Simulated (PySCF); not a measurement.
PySCF input file for CH₃BrGeO, SMILES [O](C)[Ge][Br] (connectivity only; charge and spin as stated), neutral, multiplicity 1, PBE-D3(BJ)/def2-SVP. The structure is a stationary point at PBE-D3(BJ)/def2-SVP. The structure was generated by enumeration; whether it is a known compound was not checked. One conformer was computed; it need not be the lowest.

```python
import numpy as np
from pyscf import gto, scf, dft, df
from pyscf.hessian import thermo

mol = gto.M(
    atom='''
    Ge    0.96126376   -0.59905108   -0.00000000
    Br   -0.32643996    1.43170331    0.00000000
    O    -0.32028542   -1.85430138    0.00000000
    C    -1.73485932   -1.78964322    0.00000000
    H    -2.10913662   -0.74247927    0.00000000
    H    -2.12723294   -2.31261579   -0.89865854
    H    -2.12723294   -2.31261579    0.89865854
    ''',
    basis='def2-SVP',
    charge=0,
    spin=0,
    max_memory=1600,
    verbose=3,
)
mf = dft.RKS(mol, xc='pbe').density_fit(auxbasis='def2-universal-jkfit')
mf.disp = 'd3bj'
mf.grids.level = 3
mf.conv_tol = 1e-11
mf.max_cycle = 100
mf.kernel()

# [left out here: the lines that compute and print the analytic Hessian (its translational invariance restored by hand, since the grid's response is missing), thermochemistry and intensities]
```

Program output:

```
converged SCF energy = -4764.8694275674

WARN: DFTD3 does not support analytical Hessian, using finite difference


WARN: Mole.unit (angstrom) is changed to Bohr

Mode                                 0                   1                   2
Irrep
Freq [cm^-1]                       84.9767            132.4020            166.2708
Reduced mass [au]                   1.0211              5.1784              4.5096
Force const [Dyne/A]                0.0043              0.0535              0.0735
Char temp [K]                     122.2625            190.4970            239.2266
Normal mode                   x     y     z       x     y     z       x     y     z
       0  Ge                -0.00 -0.00  0.00    0.04  0.00  0.00    0.00  0.00 -0.03
       1  Br                 0.00  0.00 -0.01   -0.03 -0.05 -0.00   -0.00 -0.00  0.01
       2   O                 0.00 -0.00  0.00   -0.02  0.06 -0.00   -0.00  0.00  0.20
       3   C                 0.00 -0.00  0.02   -0.01  0.18  0.00   -0.00  0.00 -0.10
       4   H                -0.00 -0.00  0.58    0.07  0.21  0.00    0.00  0.00 -0.15
       5   H                -0.01  0.50 -0.27   -0.06  0.22 -0.00    0.19  0.02 -0.20
       6   H                 0.01 -0.50 -0.27   -0.06  0.22  0.00   -0.19 -0.02 -0.20
Mode                                 3                   4                   5
Irrep
Freq [cm^-1]                      251.1453            304.1673            564.3332
Reduced mass [au]                  14.0835              6.0630              7.7875
Force const [Dyne/A]                0.5234              0.3305              1.4612
Char temp [K]                     361.3421            437.6290            811.9499
Normal mode                   x     y     z       x     y     z       x     y     z
       0  Ge                 0.02 -0.07 -0.00    0.06 -0.03  0.00    0.04  0.04  0.00
       1  Br                -0.04  0.06  0.00   -0.02  0.02 -0.00   -0.00  0.00 -0.00
       2   O                 0.04 -0.07  0.00   -0.08  0.13 -0.00   -0.07 -0.17  0.00
       3   C                 0.04  0.06 -0.00   -0.09 -0.08  0.00   -0.12 -0.02 -0.00
       4   H                 0.15  0.09 -0.00   -0.24 -0.14  0.00   -0.01  0.02  0.00
       5   H                -0.01  0.09 -0.00   -0.00 -0.15  0.00   -0.19  0.03 -0.00
       6   H                -0.01  0.09  0.00   -0.00 -0.15 -0.00   -0.19  0.03  0.00
Mode                                 6                   7                   8
Irrep
Freq [cm^-1]                     1080.0529           1122.8688           1135.3049
Reduced mass [au]                   8.2837              1.2823              1.3689
Force const [Dyne/A]                5.6933              0.9526              1.0396
Char temp [K]                    1553.9556           1615.5582           1633.4509
Normal mode                   x     y     z       x     y     z       x     y     z
       0  Ge                 0.01  0.01 -0.00    0.00  0.00  0.00   -0.00 -0.00  0.00
       1  Br                -0.00  0.00  0.00   -0.00 -0.00 -0.00    0.00 -0.00 -0.00
       2   O                -0.18 -0.01  0.00   -0.00 -0.00 -0.05    0.04  0.06 -0.00
       3   C                 0.19 -0.03 -0.00    0.00  0.00  0.12   -0.04 -0.12  0.00
       4   H                 0.22 -0.01  0.00   -0.00 -0.00 -0.29    0.58  0.10 -0.00
       5   H                -0.01  0.05  0.02    0.56  0.07 -0.15   -0.32  0.26 -0.10
       6   H                -0.01  0.05 -0.02   -0.56 -0.07 -0.15   -0.32  0.26  0.10
Mode                                 9                  10                  11
Irrep
Freq [cm^-1]                     1400.5885           1411.8999           1416.3352
Reduced mass [au]                   1.1278              1.0387              1.0421
Force const [Dyne/A]                1.3034              1.2200              1.2317
Char temp [K]                    2015.1351           2031.4096           2037.7910
Normal mode                   x     y     z       x     y     z       x     y     z
       0  Ge                -0.00 -0.00 -0.00   -0.00 -0.00 -0.00    0.00 -0.00 -0.00
       1  Br                -0.00  0.00 -0.00    0.00 -0.00  0.00    0.00  0.00  0.00
       2   O                 0.04  0.01 -0.00    0.01  0.01  0.00   -0.00 -0.00  0.01
       3   C                 0.09 -0.00  0.00    0.00  0.05  0.00    0.00 -0.00  0.05
       4   H                -0.55 -0.22  0.00    0.33  0.14 -0.00   -0.00 -0.00 -0.70
       5   H                -0.47  0.14  0.14   -0.24 -0.46  0.38   -0.31  0.37 -0.05
       6   H                -0.47  0.14 -0.14   -0.24 -0.46 -0.38    0.31 -0.37 -0.05
Mode                                12                  13                  14
Irrep
Freq [cm^-1]                     2935.6664           3029.7596           3029.8622
Reduced mass [au]                   1.0302              1.1062              1.1069
Force const [Dyne/A]                5.2308              5.9828              5.9868
Char temp [K]                    4223.7703           4359.1495           4359.2971
Normal mode                   x     y     z       x     y     z       x     y     z
       0  Ge                -0.00 -0.00  0.00   -0.00 -0.00 -0.00   -0.00 -0.00  0.00
       1  Br                -0.00  0.00 -0.00    0.00  0.00  0.00    0.00  0.00 -0.00
       2   O                 0.00  0.00 -0.00    0.00 -0.00  0.00    0.00 -0.00 -0.00
       3   C                 0.04 -0.01 -0.00    0.00  0.00 -0.09    0.00  0.09  0.00
       4   H                -0.20  0.58 -0.00    0.00 -0.00 -0.02    0.24 -0.70  0.00
       5   H                -0.18 -0.26 -0.44    0.22  0.33  0.54   -0.14 -0.19 -0.35
       6   H                -0.18 -0.26  0.44   -0.22 -0.33  0.54   -0.14 -0.19  0.35
temperature 298.1500 [K]
pressure 101325.00 [Pa]
Rotational constants [GHz] 4.03773 1.69610 1.20365
Symmetry number 1
Zero-point energy (ZPE) 0.04116 [Eh]   108056.485 [J/mol]
                           tot       elec      trans        rot        vib
Entropy [J/mol/K]       345.634      0.000    173.756    117.393     54.486
Cv [J/mol/K]             72.712      0.000     12.472     12.472     47.769
Cp [J/mol/K]             81.027      0.000     20.786     12.472     47.769
Internal energy [J/mol]                      3718.434   3718.434 116529.462
Internal energy [Eh]   -4764.82221  -4764.86943
Enthalpy [J/mol]                             6197.391   3718.434 116529.462
Enthalpy [Eh]          -4764.82127
Gibbs free energy [J/mol]                  -45607.832 -31282.302 100284.541
Gibbs free energy [Eh] -4764.86052
mode   freq/cm-1   IR/(km/mol)
   1       84.98         0.012
   2      132.40         2.756
   3      166.27        11.219
   4      251.15        16.133
   5      304.17        33.902
   6      564.33        62.993
   7     1080.05       168.522
   8     1122.87         1.468
   9     1135.30         1.279
  10     1400.59        11.595
  11     1411.90         5.027
  12     1416.34         2.301
  13     2935.67        64.372
  14     3029.76        21.837
  15     3029.86        11.073
max |gradient| / (hartree/bohr): 0.0001149738409014986
APT charges: [ 9.672e-01 -5.263e-01 -8.022e-01  4.333e-01  6.000e-04 -3.630e-02
 -3.630e-02]
```

Self-consistency was reached.
